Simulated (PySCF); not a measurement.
**Excitation energy of Ga⁺ by level of theory**

Ga⁺ [Ar] 3d10 4s2 (1S) → Ga⁺ [Ar] 3d10 4s1 4d1 (3D), as a difference of total energies. Calculation: PySCF 2.14, in dyall-av2z (16s12p8d, 92 functions); no relativity, point nucleus. Correlated levels: valence: [Ar] 3d10 frozen; virtual orbitals above 40 to 60 times the deepest correlated orbital energy dropped. The calculations carry no spin-orbit coupling.

| method | excitation energy (cm⁻¹) |
| --- | --- |
| UHF | 99420 |
| MP2 (valence) | 104650 |
| SCS-MP2 (valence) | 105960 |
| CCSD (valence) | 106980 |

These non-relativistic numbers lack the scalar-relativistic shift.

Errors of the correlated levels include the incompleteness of this basis and the frozen core.

With two correlated electrons CCSD is exact in that space.

For comparison: 113860 cm⁻¹ (measured; NIST levels, between the centres of gravity of the two terms).
